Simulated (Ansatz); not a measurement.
The multiplicity is imposed and other spin states were not computed.

Species: [Au(CO)(CH3)] (charge 0, multiplicity 1).

**Question.** Give a relaxed geometry from PBE-D3(BJ)/def2-SVP (Ansatz, a first-principles code).

**Answer.** the end point of this relaxation.
Cartesian coordinates (Å) in one orientation:
```xyz
7

Au     0.027     0.040     0.059
O      0.406     2.442     1.994
C      0.271     1.552     1.281
C     -0.237    -1.541    -1.225
H     -0.530    -2.456    -0.670
H      0.699    -1.759    -1.781
H     -1.034    -1.318    -1.966
```
